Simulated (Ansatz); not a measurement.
Basis sets compared for (KNH2)4 cube (K₄N₄H₈). Total charge 0; singlet. Geometry PBE0-D4/def2-SVP. Ansatz on 4 threads of Intel Xeon 6975P-C on a shared host; times are rough, and most runs start from earlier orbitals.

```xyz
16

K     1.991    0.532   -0.830
K    -1.388    1.456   -0.942
K    -0.410    0.188    2.175
K    -0.192   -2.176   -0.403
N     0.010   -0.358   -2.431
N     0.573    2.279    0.718
N     1.728   -1.231    1.240
N    -2.310   -0.690    0.473
H    -0.874   -0.708   -2.827
H     0.573   -0.300   -3.289
H     0.329    3.274    0.638
H     1.371    2.348    1.365
H     2.358   -0.649    1.810
H     2.118   -2.160    1.445
H    -3.019   -0.815    1.207
H    -2.856   -0.991   -0.348
```

Binding counts from free atoms (K doublet, N quartet, H doublet) in the same basis, without a counterpoise term.

```json
{"level": "PBE-D4/def2-SVP", "functions": "192", "energy (Eh)": "-2622.0233", "HOMO (eV)": "-3.16", "LUMO (eV)": "-1.06", "binding per atom (eV)": "2.92", "wall time": "2.3 s"}
{"level": "PBE0-D4/def2-SVP", "functions": "192", "energy (Eh)": "-2622.2274", "HOMO (eV)": "-4.35", "LUMO (eV)": "-0.54", "binding per atom (eV)": "2.83", "wall time": "3.6 s"}
```

Q: Estimate the rows for PBE-D4/def2-TZVP (with forces), PBE0-D4/def2-TZVP.

A: 
```csv
level,functions,energy (Eh),HOMO (eV),LUMO (eV),binding per atom (eV),wall time
PBE-D4/def2-TZVP (with forces),304,-2622.6102,-3.35,-1.04,2.93,4.3 s
PBE0-D4/def2-TZVP,304,-2622.8040,-4.57,-0.50,2.83,8.5 s
```
